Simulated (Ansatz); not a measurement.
Consider the ligand exchange at the Si–S bond: `F[SiH2]S[SiH3]` + `CO[SiH](O)F` → `CO[SiH](F)O[SiH2]F` + `[SiH3]S`.

Calculated with Ansatz (gas phase, PBE0-D4/def2-TZVP geometries, no zero-point term in ΔE). CBS: MP2 limit from def2 TZ/QZ plus the TZ coupled-cluster correction, frozen cores. This one scheme is used for every species. DFT in def2-TZVPP. B3LYP here is the variant with VWN-RPA as its local correlation; programs differ in this. Each species was taken in one conformer, which may not be the lowest.

Task: Is it downhill or uphill in electronic energy at CCSD(T)/CBS, and by how much? (An estimate is asked.)

Result: The calculation gave: Downhill: ΔE = -13.7 kcal/mol.

Task: What do these levels give: PBE-D4, r2SCAN-D4, PBE0-D4, B3LYP-D4, ωB97M-V, B2PLYP, HF/def2-TZVPP, SCS-MP2/def2-TZVPP, CCSD/def2-TZVPP, MP2/def2-QZVPP, SCS-MP2/def2-QZVPP, MP2/CBS(def2)? (Best estimate.)

Result: Ansatz gave: PBE-D4 -9.8, r2SCAN-D4 -12.7, PBE0-D4 -11.2, B3LYP-D4 -14.5, ωB97M-V -13.3, B2PLYP -14.5, HF/def2-TZVPP -19.0, SCS-MP2/def2-TZVPP -14.9, CCSD/def2-TZVPP -15.5, MP2/def2-QZVPP -13.2, SCS-MP2/def2-QZVPP -14.7, MP2/CBS(def2) -12.6 kcal/mol.

Largest T1 diagnostic among the species: 0.012.

In def2-TZVPP, CCSD(T) changes the Hartree–Fock value by +4.5 kcal/mol (the triples alone add +1.0 kcal/mol) and MP2 by +5.6 kcal/mol. From PBE to PBE0 (25 % exact exchange), in def2-TZVPP and without D4, ΔE moves by −1.3 kcal/mol.
